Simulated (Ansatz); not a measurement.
```yaml
crystal:
  periodic: [false, false, false]
  atoms:
    - {symbol: Nb, position_ang: [-0.463854, -2.378952, -0.397099]}
    - {symbol: Nb, position_ang: [1.507500, -1.051341, 0.012471]}
    - {symbol: Nb, position_ang: [-0.755379, 0.284133, -0.111474]}
    - {symbol: Te, position_ang: [-2.245726, -1.005469, -1.955940]}
    - {symbol: Te, position_ang: [-0.198715, -1.395592, 2.155869]}
    - {symbol: Te, position_ang: [1.271606, 1.029784, -1.886795]}
    - {symbol: Te, position_ang: [-0.888769, 2.599242, 1.411888]}
    - {symbol: Te, position_ang: [1.773337, 1.918185, 0.771080]}
basis:
  gaussian: {orbitals: def2-TZVP}
total_charge: -1
magnetization: {spin_polarized: true, initial_magnetization: 2}
hamiltonian: {xc: pbe0, dispersion: d4}
scf: {omitted_lower_state_checks: [starts]}
output: {orbitals: {seedname: orbitals}}
```

```sh
$ ansatz run in.yaml --threads 4 --pin off --events-out ev --progress --plain --max-ram 6963MiB
```

Problem. Does this run fit into the memory that it is given?

Solution. No. It has 370 basis functions, and Ansatz plans for 7.14 GiB where 6.79 GiB are given.
